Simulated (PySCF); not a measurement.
CH4N2O2Si. Atoms are numbered in the order given.

```xyz
10

N      2.6202    -0.9898    -0.3185
C      1.7809    -0.1750    -0.2904
O      0.8459     0.7000    -0.2530
Si    -0.7313     0.3296     0.4201
N     -1.9778     0.9541    -0.5336
O     -0.7967    -1.3161     0.4260
H     -0.7232     1.0085     1.7263
H     -2.2487     0.5590    -1.4293
H     -2.3982     1.8605    -0.3549
H      0.0330    -1.8145     0.4995
```

Geometry optimised at TPSSh-D3(BJ)/def2-SVP. The structure was generated by enumeration; whether it is a known compound was not checked. One conformer was computed; it need not be the lowest.

Computed with PBE/def2-TZVP (PySCF).

- total energy = -589.71420 hartree
- highest occupied level = -7.03 eV
- lowest empty level = -0.65 eV
- orbital gap = 6.38 eV
- dipole moment = 1.018 e·Å
- quadrupole, principal values (traceless, Buckingham form, about the centre of nuclear charge) = -12.39, 3.74, 8.65 D·Å
- mean static polarisability = 54.6 bohr³ (8.08 Å³)
- polarisability, principal values = 44.7, 45.6, 73.4 bohr³
